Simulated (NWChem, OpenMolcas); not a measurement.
SnNH2F (SMILES [NH2][Sn][F]): methods side by side

SnNH2F: 5 atoms, total charge 0, spin state singlet. As SMILES, `[NH2][Sn][F]`. The shape is that of a PBE0-D4/def2-TZVP optimisation. This is one conformer, not always the lowest.

```xyz
5

N    -0.3029    0.4955   -0.3933
Sn    0.3389   -0.0537    1.4232
F     0.9669   -1.7759    0.7543
H    -0.7468    1.3693   -0.6291
H    -0.2062   -0.1089   -1.1966
```

Each level gives the energy change with the N1–H4 bond stretched from 1.008 to 1.815 Å (eV). The values are calculated.

```
                                        level                 kind     program  value (eV)  CPU time (all runs)
  HF/def2-SVP (core potential) (unrestricted)         Hartree–Fock  OpenMolcas        3.84                8.7 s
  BLYP/def2-SVP (core potential) (restricted)                  GGA  OpenMolcas        3.40                 35 s
revPBE/def2-SVP (core potential) (restricted)                  GGA  OpenMolcas        3.50                 35 s
  TPSS/def2-SVP (core potential) (restricted)             meta-GGA  OpenMolcas        3.57                 52 s
 B3LYP/def2-SVP (core potential) (restricted)        global hybrid  OpenMolcas        3.76                 32 s
  PBE0/def2-SVP (core potential) (restricted)        global hybrid  OpenMolcas        3.94                 29 s
B2PLYP/def2-SVP (core potential) (restricted)        double hybrid  OpenMolcas        3.83                 25 s
   MP2/def2-SVP (core potential) (restricted)  perturbation theory      NWChem        4.00                 34 s
```

The first shape isn't each level's own minimum. The values span 3.40 to 4.00 eV. Spin contamination of the reference (⟨S²⟩ at least 0.1 too high) touches HF/def2-SVP. In the correlated wave-function rows the outer d shell of Sn is correlated, in sets not made for it. In so small a basis fixed costs decide the times, and correlated methods can beat functionals. CPU times are rough (shared hosts, several kinds of processor and program).
